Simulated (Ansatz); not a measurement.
The inner images of a band of BrH + Cl3HSi (7 atoms, charge 0, multiplicity 1) are given out of order.

All numbers below come from Ansatz 0.2.0, RKS LDA/def2-SVP.

First end point:

```xyz
7
Properties=species:S:1:pos:R:3
Si 0.244 0.000 -0.141
H 0.190 0.000 1.355
Cl 2.199 0.000 -0.720
Cl -0.672 1.669 -0.857
Cl -0.672 -1.669 -0.857
Br -3.030 0.000 1.585
H -1.672 0.000 2.061
```

Last end point:

```xyz
7
Properties=species:S:1:pos:R:3
Si -0.610 0.000 -0.788
H -0.053 0.000 2.759
Cl 1.104 0.000 0.315
Cl -0.640 1.658 -1.964
Cl -0.640 -1.658 -1.964
Br -2.341 0.000 0.544
H -0.233 0.000 3.522
```

Q: Put them in order from the first end to the last, with their energies above the first end.
A.
```xyz
7
Properties=species:S:1:pos:R:3
Si 0.017 0.000 -0.081
H 0.082 0.000 1.438
Cl 2.020 0.000 -0.417
Cl -0.777 1.690 -0.887
Cl -0.777 -1.690 -0.887
Br -2.715 0.000 1.485
H -1.262 0.000 1.773
```
B.
```xyz
7
Properties=species:S:1:pos:R:3
Si -0.606 0.000 -0.649
H 0.233 0.000 2.701
Cl 1.201 0.000 0.292
Cl -0.716 1.671 -1.800
Cl -0.716 -1.671 -1.800
Br -2.292 0.000 0.745
H -0.514 0.000 2.935
```
C.
```xyz
7
Properties=species:S:1:pos:R:3
Si -0.550 0.000 -0.208
H 0.241 0.000 1.940
Cl 1.526 0.000 -0.007
Cl -0.798 1.776 -1.176
Cl -0.798 -1.776 -1.176
Br -2.491 0.000 0.988
H -0.540 0.000 2.065
```
D.
```xyz
7
Properties=species:S:1:pos:R:3
Si -0.600 0.000 -0.442
H 0.265 0.000 2.328
Cl 1.346 0.000 0.200
Cl -0.771 1.731 -1.494
Cl -0.771 -1.731 -1.494
Br -2.372 0.000 0.876
H -0.507 0.000 2.450
```
E.
```xyz
7
Properties=species:S:1:pos:R:3
Si -0.331 0.000 -0.033
H 0.125 0.000 1.601
Cl 1.748 0.000 -0.205
Cl -0.788 1.761 -0.952
Cl -0.788 -1.761 -0.952
Br -2.555 0.000 1.215
H -0.822 0.000 1.749
```

A: A (+0.26 eV), E (+1.18 eV), C (+0.48 eV), D (-0.25 eV), B (-0.58 eV).

Run time: 36 s on 4 threads of Arm Neoverse V2, on a shared host, peak memory 0.19 GiB.
